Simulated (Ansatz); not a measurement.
[FeNF4]- (FeNF4⁻), 6 atoms. Hardware: 4 threads of Intel Xeon on a shared host.

The 6-31G sets use Cartesian d functions.

How many basis functions does each of these Ansatz runs have, and roughly what does it cost? HF/STO-3G, charge -1 singlet, energy; r2SCANh-D4/def2-TZVPD, charge -1 singlet, energy, from earlier orbitals; BLYP-D4/def2-TZVPD, charge -1 triplet, energy, from earlier orbitals; B3LYP-D4/def2-SVPD, charge 0 doublet, relaxation, 8 steps; HF/STO-3G, charge -1 triplet, energy; PBE0-D4/def2-TZVPD, charge 0 doublet, energy, from earlier orbitals; HF/6-31G, charge -1 singlet, energy; B3LYP-D4/6-31G, charge -1 singlet, energy; r2SCAN-D4/def2-TZVPD, charge -1 triplet, energy, from earlier orbitals; PBE-D4/def2-SVPD, charge -1 singlet, energy, from earlier orbitals; r2SCAN-D4/def2-TZVPD, charge -1 unrestricted singlet, energy, from earlier orbitals; B3LYP-D4/def2-SVPD, charge -1 singlet, relaxation, 5 steps.

Other jobs shared the machine, so times can vary by a factor of up to 3. A dash marks memory too small to be measured apart from the calling script's.

| run | functions | fitting or Cholesky vectors | wall time | peak host memory (GiB) |
| --- | --- | --- | --- | --- |
| HF/6-31G, charge -1 singlet, energy | 74 | 722 | 1.9 s | – |
| HF/STO-3G, charge -1 singlet, energy | 43 | 672 | 2.2 s | – |
| B3LYP-D4/6-31G, charge -1 singlet, energy | 74 | 722 | 2.4 s | – |
| PBE-D4/def2-SVPD, charge -1 singlet, energy, from earlier orbitals | 146 | 1299 | 2.5 s | – |
| HF/STO-3G, charge -1 triplet, energy | 43 | 616 | 2.7 s | – |
| r2SCANh-D4/def2-TZVPD, charge -1 singlet, energy, from earlier orbitals | 245 | 1449 | 10 s | 0.79 |
| PBE0-D4/def2-TZVPD, charge 0 doublet, energy, from earlier orbitals | 245 | 1509 | 15 s | 1.1 |
| BLYP-D4/def2-TZVPD, charge -1 triplet, energy, from earlier orbitals | 245 | 1429 | 19 s | 0.83 |
| r2SCAN-D4/def2-TZVPD, charge -1 unrestricted singlet, energy, from earlier orbitals | 245 | 1429 | 22 s | – |
| B3LYP-D4/def2-SVPD, charge -1 singlet, relaxation, 5 steps | 146 | 1494 | 23 s | – |
| r2SCAN-D4/def2-TZVPD, charge -1 triplet, energy, from earlier orbitals | 245 | 1429 | 36 s | 0.91 |
| B3LYP-D4/def2-SVPD, charge 0 doublet, relaxation, 8 steps | 146 | 1494 | 54 s | – |
